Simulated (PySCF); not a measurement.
Ge(H)3(OAc) (C2H6GeO2), SMILES CC(=O)[O][GeH3].

Geometry: B3LYP-D3(BJ)/def2-SVP.

Computed with PBE/def2-TZVP (PySCF).

Isolated molecule, no solvent.

```yaml
total_energy: -2306.82080 hartree
point_group: Cs
highest_occupied_level: -6.32 eV
lowest_empty_level: -0.90 eV
orbital_gap: 5.42 eV
dipole_moment: 1.56 D
quadrupole, principal values (traceless, Buckingham form, about the centre of nuclear charge): -9.70, 0.24, 9.46 D·Å
mean_static_polarisability: 62.9 bohr³ (9.32 Å³)
polarisability_principal_values: 51.2, 59.8, 77.5 bohr³
```
